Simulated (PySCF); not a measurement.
Species: CH4F2Ge.
Cartesian coordinates in Å at the PBE0-D3(BJ)/def2-SVP level; atoms count from 1:
```xyz
8
CH4F2Ge angstrom
F     -1.7100    1.3282   -0.8924
C     -1.3711    0.3149   -0.0572
F     -1.6836   -0.8562   -0.6661
Ge     0.5835    0.3744    0.3051
H     -1.9935    0.4014    0.8525
H      0.9442   -0.7823    1.2508
H      0.9202    1.7223    0.9629
H      1.3154    0.2266   -1.0350
```

Jobs on this species (8 atoms, 60 electrons) with PySCF (density fitting). Hardware of each: an Arm Neoverse V1 with one thread, no GPU (shared host). Times come from a shared host and carry two figures at best. Peak memory is the resident size of the whole Python process, interpreter and libraries included.

| level and settings | work | basis functions | SCF cycles | wall time | peak memory |
| --- | --- | --- | --- | --- | --- |
| delta-SCF UKS HF, pcX-2 on the ionised atom, pcseg-1 elsewhere, spin-free X2C | ΔSCF core ionisation, 2 holes | 120 | ? | ? | ? |
| delta-SCF UKS SCAN, pcX-1 on the ionised atom, pcseg-1 elsewhere, spin-free X2C | ΔSCF core ionisation, 2 holes | 99 | 34 | 6.3 s | 0.46 GiB |
| delta-SCF UKS B3LYP, pcX-2 on the ionised atom, pcseg-1 elsewhere, spin-free X2C | ΔSCF core ionisation, 2 holes | 120 | 31 | 9.7 s | 0.46 GiB |
| delta-SCF UKS SCAN, pcX-2 on the ionised atom, pcseg-1 elsewhere, spin-free X2C | ΔSCF core ionisation, 2 holes | 120 | 34 | 7.7 s | 0.39 GiB |
| delta-SCF UKS SCAN, pcX-2 on the ionised atom, pcseg-1 elsewhere, non-relativistic | ΔSCF core ionisation, 2 holes | 120 | 34 | 7.7 s | 0.46 GiB |
| delta-SCF UKS PBE0, pcX-2 on the ionised atom, pcseg-1 elsewhere, spin-free X2C | ΔSCF core ionisation, 2 holes | 120 | 29 | 9.2 s | 0.46 GiB |
| delta-SCF UKS SCAN, def2-TZVP on the ionised atom, pcseg-1 elsewhere, spin-free X2C | ΔSCF core ionisation, 2 holes | 106 | 34 | 7.4 s | 0.46 GiB |
| PBE0-D3(BJ)/def2-SVP, grid level 1 | geometry optimisation from a GFN2-xTB start shaken at random | 94 | 41 | 21 s | 0.39 GiB |
| delta-SCF UKS PBE, pcX-2 on the ionised atom, pcseg-1 elsewhere, spin-free X2C | ΔSCF core ionisation, 2 holes | 120 | 32 | 5.1 s | 0.46 GiB |

Question: Fill in the missing figures.

Answer: 
- delta-SCF UKS HF, pcX-2 on the ionised atom, pcseg-1 elsewhere, spin-free X2C; ΔSCF core ionisation, 2 holes: 5.9 s, 0.46 GiB, 31 SCF cycles

Question: What do all jobs in the table cost together?

Answer: About 80 s; the longest takes about 26 % of that, and about 4.1 times as long as the shortest.
